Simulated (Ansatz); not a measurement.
ClHSn (SMILES [Cl][SnH]) moved off its minimum; all values from Ansatz (a program for electronic structure), cores frozen in correlated methods. Elements past Kr take the def2 small-core potentials, without spin–orbit coupling.
(charge 0, multiplicity 1)
```xyz
3

Sn    -0.34932    -0.20617     0.44857
H     -1.50264    -0.91019    -0.73496
Cl     0.78222     0.96895    -1.20225
```

Problem. Give the forces (eV/Å), the total energy and the dipole at CCSD(T)/def2-TZVPPD.

Solution. 
```tsv
atom	Fx	Fy	Fz
Sn1	-0.515	-0.488	0.479
H2	0.041	0.010	0.127
Cl3	0.474	0.478	-0.605
```
Energy -673.8021 hartree, dipole 2.40 D.
